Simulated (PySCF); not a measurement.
bromine monochloride (BrCl), SMILES ClBr. Geometry optimised at PBE-D3(BJ)/def2-TZVP.

Computed equilibrium geometry at PBE-D3(BJ)/def2-TZVP (PySCF confirms it by a frequency run) as a Z-matrix, and its point group:
point group C∞v.
```
Cl
Br 1 2.1607
```
Charge 0, spin multiplicity 1.
